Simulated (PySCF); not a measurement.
BiH2Cl, SMILES [Cl][BiH2].

Coordinates come from a PBE0-D3(BJ)/def2-TZVP optimisation. The def2 effective core potentials stand for the cores of Bi; spin–orbit coupling is left out.

Vertical ionisation energy (IE) and electron affinity (EA) in eV. Rows of orbital energies are one-electron estimates. Where ΔSCF, EOM or ADC give a negative EA the extra electron is unbound and the value depends on the basis.

```
level                                            IE    EA
---------------------------------------------  ----  ----
−ε(HOMO), −ε(LUMO), r2SCAN/def2-TZVPD (PySCF)  7.00  2.43
−ε(HOMO), −ε(LUMO), B3LYP/def2-TZVPD (PySCF)      ?     ?
```

Some entries are withheld; supply them. (Estimate from the structure and the level; the computed values follow.)


- −ε(HOMO), −ε(LUMO), B3LYP/def2-TZVPD (PySCF), IE: 7.67
- −ε(HOMO), −ε(LUMO), B3LYP/def2-TZVPD (PySCF), EA: 2.17
